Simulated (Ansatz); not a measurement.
`O[SiH](O)S[SiH](O)F`. The species carries charge 0 and has multiplicity 1. The geometry is a stationary point of PBE0-D4/def2-TZVP. It is one conformer, not always the lowest.

```xyz
12

O     1.245   -0.975   -2.601
Si    0.922   -0.044   -1.309
O    -0.113    1.138   -1.737
S     0.048   -1.314    0.207
Si   -0.370    0.081    1.734
O    -1.500   -0.517    2.732
F    -0.890    1.437    1.040
H     0.506   -1.283   -3.129
H     2.217    0.469   -0.826
H    -0.617    1.555   -1.032
H     0.782    0.468    2.562
H    -2.229   -1.016    2.358
```

Question: What is the dipole moment at r2SCAN/def2-TZVPP? (Estimate.)

Answer: Ansatz gave: 1.87 D, with components (-1.75, -0.65, 0.03) D in this frame, pointing from negative to positive charge.

Question: And with PBE, B3LYP, ωB97M-V? (Best estimate.)

Answer: Ansatz gave: PBE 1.85 D, B3LYP 1.82 D, ωB97M-V 1.86 D.

Question: Give the Mulliken charges with r2SCAN, PBE, B3LYP in def2-TZVPP. (Estimate.)

Answer: The calculation gave: 
```
atom  r2SCAN    PBE  B3LYP
  O1   -0.41  -0.35  -0.39
 Si2    0.70   0.57   0.68
  O3   -0.40  -0.34  -0.38
  S4   -0.37  -0.32  -0.36
 Si5    0.73   0.60   0.71
  O6   -0.39  -0.33  -0.37
  F7   -0.33  -0.28  -0.33
  H8    0.21   0.20   0.19
  H9   -0.09  -0.08  -0.09
 H10    0.22   0.20   0.20
 H11   -0.07  -0.07  -0.07
 H12    0.21   0.20   0.19
```

B3LYP here is the variant with VWN-RPA as its local correlation; programs differ in this.
